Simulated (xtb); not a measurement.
xtb input (GFN2-xTB):

```bash
xtb mol.xyz --gfn 2 --ohess tight --chrg 0 --uhf 0
```
mol.xyz:
```
13

C     -2.51512157     0.54617362     0.27286288
N     -1.61586337    -0.41238112    -0.18838977
C     -1.94923382    -1.81914788     0.22360577
Ge     0.20175128     0.07444339    -0.02811505
Cl     0.45281135     1.98731743    -0.96337841
Cl     0.95209585     0.17370640     1.95286109
Cl     1.31276101    -1.37094965    -1.09879634
H     -2.70072038     0.53633433     1.36748038
H     -3.55679396     0.38499502    -0.17411640
H     -2.26262415     1.60795372    -0.01548461
H     -2.02627765    -1.96601225     1.26974142
H     -1.18440278    -2.46257067    -0.21228776
H     -2.91707759    -2.00057599    -0.29005236
```

End of the output:

```
optimized geometry written to: xtbopt.xyz

           -------------------------------------------------
          | TOTAL ENERGY              -25.991536386650 Eh   |
          | TOTAL ENTHALPY            -25.896145805158 Eh   |
          | TOTAL FREE ENERGY         -25.946620687309 Eh   |
          | GRADIENT NORM               0.000244730446 Eh/α |
          | HOMO-LUMO GAP               3.710236263863 eV   |
           -------------------------------------------------

------------------------------------------------------------------------
------------------------------------------------------------------------
 total:
 SCF:
 ANC optimizer:
 analytical hessian:
```
